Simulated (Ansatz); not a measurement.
Q: Predict a relaxed structure of BH2(nPr) (C₃H₉B), charge 0, singlet, at PBE0-D4/def2-SVP (Ansatz).

A: 
```xyz
13

B    -0.229   -1.668   -1.245
C    -0.512   -0.218   -0.741
C     0.395    0.027    0.484
C     0.220    1.415    1.083
H     0.583   -1.888   -2.118
H    -0.762   -2.618   -0.713
H    -1.561   -0.092   -0.422
H    -0.292    0.549   -1.502
H     1.453   -0.114    0.201
H     0.188   -0.733    1.258
H    -0.818    1.576    1.415
H     0.877    1.564    1.954
H     0.457    2.199    0.346
```
 This is one stationary point.

Another isomer (singlet) lies 1.24 eV lower at PBE0-D4/def2-TZVP; other spin states weren't run for this one.
